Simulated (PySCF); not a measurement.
Delta-SCF ions had no search for a lower state. Excitations are Tamm–Dancoff values on a coarser integration grid. The basis has no diffuse functions, so Rydberg states are missing or too high.

Z-matrix (Å, degrees):
```
C
C 1 1.3771
H 2 1.1012 1 118.70
C 1 1.4598 2 123.95 3 0.04
C 4 1.3655 1 121.70 2 -180.00
H 5 1.1011 4 120.18 1 -179.98
H 4 1.1013 5 120.73 6 0.02
C 5 1.4562 6 118.74 4 -179.99
C 8 1.3655 5 121.08 6 179.99
H 8 1.1011 9 120.18 5 179.99
H 9 1.1013 8 120.73 10 -0.02
C 9 1.4598 11 117.57 8 -179.99
C 12 1.3771 9 123.95 11 -0.02
H 13 1.1012 12 118.70 9 -0.04
Al 2 1.9626 3 136.89 1 -179.91
H 15 1.5981 2 133.25 3 -0.07
```
Charge 0, multiplicity 1.

Q: Predict the hole reorganisation energy (four-point), S1–T1 gap (TDA), vertical ionisation energy (Delta-SCF), LUMO, S1 oscillator strength, dipole moment, T1 excitation (TDA) and total energy from PBE-D3(BJ)/def2-TZVP // PBE-D3(BJ)/def2-SVP run with PySCF.

A: 
```
Item                                            Value
---------------------------------------  ------------
hole reorganisation energy (four-point)   23.9 kJ/mol
S1–T1 gap (TDA)                               1.00 eV
vertical ionisation energy (Delta-SCF)        7.17 eV
LUMO                                         -3.64 eV
S1 oscillator strength                          0.033
dipole moment                                  0.76 D
T1 excitation (TDA)                           0.77 eV
total energy                             -14993.94 eV
```
